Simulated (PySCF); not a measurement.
System: C3H2, charge 0, multiplicity 1. SMILES: [C][C][CH2]
Structure (B3LYP-D3(BJ)/def2-TZVP (Ansatz) minimum search):
```xyz
5

C     -0.0184    -0.0120    -1.1190
C      0.0033     0.0022     0.2011
H      0.8505     0.2726    -1.7068
H     -0.9061    -0.3089    -1.6717
C      0.0244     0.0159     1.4810
```

Dispersion corrections to the total energy (kcal/mol) from the dftd3 and dftd4 libraries through PySCF: D3(BJ) without and D4 with the three-body term, each with the damping fitted for the functional named.

| functional | D3(BJ) | D4 |
|---|---|---|
| HSE06 | -1.00 | -1.08 |
| BLYP | -3.52 | -3.29 |
| B3LYP | -2.86 | -2.31 |
| TPSSh | [?] | -1.75 |
| BHLYP | [?] | -1.61 |
| LC-wPBE | -1.48 | -1.58 |
| BP86 | [?] | -1.84 |

Task: Some entries are withheld; supply them.

Result: 
- TPSSh, D3(BJ): -1.85
- BHLYP, D3(BJ): -2.21
- BP86, D3(BJ): -2.53
